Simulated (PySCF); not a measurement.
C5H7F.

```xyz
13

C      0.9539     2.0791     0.0000
C      0.8700     0.7388     0.0000
C     -0.3757    -0.0297     0.0000
C     -1.7018     0.6816     0.0000
C     -0.3462    -1.3734     0.0000
F      0.7990    -2.0712     0.0000
H      0.0689     2.7207     0.0000
H      1.9243     2.5810     0.0000
H      1.7900     0.1474     0.0000
H     -2.5425    -0.0273     0.0000
H     -1.8020     1.3294     0.8866
H     -1.8020     1.3294    -0.8866
H     -1.2290    -2.0188     0.0000
```
Charge 0, spin multiplicity 1.

The structure is a stationary point at B3LYP-D3(BJ)/def2-SVP. The values are those of a single conformer.

The numbers are results of KT2/pcSseg-1 (PySCF), not measurements. Non-relativistic, no solvent.

Computed absolute GIAO shielding of each atom: isotropic value and principal components (ppm):
```
atom  σ(iso)    σ11    σ22    σ33   span
----  ------  -----  -----  -----  -----
C1      74.0  -17.4   73.3  166.1  183.5
C2      55.4  -51.6   52.1  165.9  217.5
C3      67.3  -22.1   73.9  150.0  172.0
C4     170.1  157.1  169.1  183.9   26.8
C5      35.6  -31.3   68.2   69.9  101.2
F6     276.0  181.5  256.1  390.4  208.9
H7      26.1   23.8   24.5   30.2    6.4
H8      26.0   24.4   24.6   29.0    4.6
H9      24.3   21.5   23.2   28.2    6.6
H10     29.8   26.2   28.6   34.7    8.5
H11     29.4   25.8   27.2   35.3    9.6
H12     29.4   25.8   27.2   35.3    9.6
H13     24.6   21.4   24.7   27.6    6.1
```
